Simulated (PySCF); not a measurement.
PySCF input file for CH10OSi4, SMILES [SiH2]1OC[SiH2][Si@H]1[SiH3], PBE0/pcSseg-1. Coordinates come from a PBE0-D3(BJ)/def2-SVP optimisation. The structure was generated by enumeration; whether it is a known compound was not checked. Other conformers were not sampled.

```python
import numpy as np
from pyscf import gto, scf, dft
from pyscf.prop.nmr import rks as nmr

mol = gto.M(
    atom='''
    Si    2.72189427    0.34601931    0.32373887
    Si    0.60388686    0.70307009   -0.59225339
    Si   -1.01822747    1.08059021    1.06552903
    C    -2.29934822   -0.26157956    0.54744064
    O    -1.63605899   -1.41465609    0.07201652
    Si   -0.48352764   -1.31528848   -1.14938902
    H     3.25922363    1.59171633    0.95257685
    H     3.69003543   -0.12133851   -0.71588328
    H     2.59376296   -0.71040405    1.37431869
    H     0.59039082    1.72307585   -1.68639981
    H    -0.46612069    0.75775399    2.41775670
    H    -1.62523173    2.44686737    1.09370102
    H    -2.98662256    0.15605164   -0.21462429
    H    -2.92426897   -0.55569561    1.40641795
    H    -1.12724415   -1.25312233   -2.50073024
    H     0.34427190   -2.54965465   -1.05466632
    ''',
    basis='pcSseg-1',
    charge=0,
    spin=0,
    max_memory=1600,
    verbose=3,
)
mf = dft.RKS(mol, xc='pbe0').density_fit(auxbasis='def2-universal-jkfit')
mf.grids.level = 3
mf.conv_tol = 1e-10
mf.max_cycle = 100
mf.kernel()
n = nmr.NMR(mf)
n.verbose = 2
n.max_cycle_cphf = 60
sigma = n.kernel()
print('atom   isotropic/ppm   span/ppm')
for i, s in enumerate(sigma):
    w = np.linalg.eigvalsh((s + s.T) / 2)
    print(f'{mol.atom_symbol(i):2s}{i + 1:3d} {w.mean():14.3f} {w[2] - w[0]:11.3f}')
```

Output:

```
converged SCF energy = -1276.66107297209
atom   isotropic/ppm   span/ppm
Si  1        452.028      19.527
Si  2        496.506      31.818
Si  3        412.003      94.813
C   4        129.012      99.268
O   5        320.988     135.962
Si  6        355.848     206.237
H   7         27.401       9.714
H   8         27.416       9.668
H   9         27.694       8.603
H  10         28.364      11.431
H  11         27.496       9.835
H  12         27.089       9.595
H  13         28.069      12.736
H  14         26.904      11.442
H  15         26.032      10.130
H  16         26.050       8.894
```

The run converged.

Cost: roughly 120 core-seconds.
